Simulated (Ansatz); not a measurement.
Start from `F[SiH](F)Br` and change one atom or group to get `F[SiH2]F`.

Ansatz, PBE0-D4/def2-TZVP geometries, multiplicity 1. 

Scalar relativity is left out up to krypton.

```json
{"property": "HOMO–LUMO gap (ωB97M-V/def2-TZVPP) / eV", "`F[SiH](F)Br`": "13.72"}
{"property": "HOMO energy (PBE/def2-TZVPP) / eV", "`F[SiH](F)Br`": "-7.92"}
{"property": "LUMO energy (PBE/def2-TZVPP) / eV", "`F[SiH](F)Br`": "-0.63"}
{"property": "ideal-gas entropy at 298 K and 1 bar (rigid rotor, harmonic PBE0-D4/def2-TZVP) / J/(mol·K)", "`F[SiH](F)Br`": "311"}
{"property": "HOMO–LUMO gap (PBE/def2-TZVPP) / eV", "`F[SiH](F)Br`": "7.29"}
{"property": "zero-point energy (PBE0-D4/def2-TZVP) / kJ/mol", "`F[SiH](F)Br`": "42.5"}
```

(1) What does the change do to each property? (An estimate is asked.)

## Answers

(1) The calculation gave: 
| property | `F[SiH2]F` | shift |
| --- | --- | --- |
| HOMO–LUMO gap (ωB97M-V/def2-TZVPP) / eV | 14.19 | 0.47 |
| HOMO energy (PBE/def2-TZVPP) / eV | -8.36 | -0.44 |
| LUMO energy (PBE/def2-TZVPP) / eV | -0.57 | 0.06 |
| ideal-gas entropy at 298 K and 1 bar (rigid rotor, harmonic PBE0-D4/def2-TZVP) / J/(mol·K) | 262 | -49 |
| HOMO–LUMO gap (PBE/def2-TZVPP) / eV | 7.78 | 0.49 |
| zero-point energy (PBE0-D4/def2-TZVP) / kJ/mol | 60.3 | 17.8 |

Spin–orbit coupling is left out; it splits and shifts lone-pair levels of the heavy atoms by tenths of an eV.
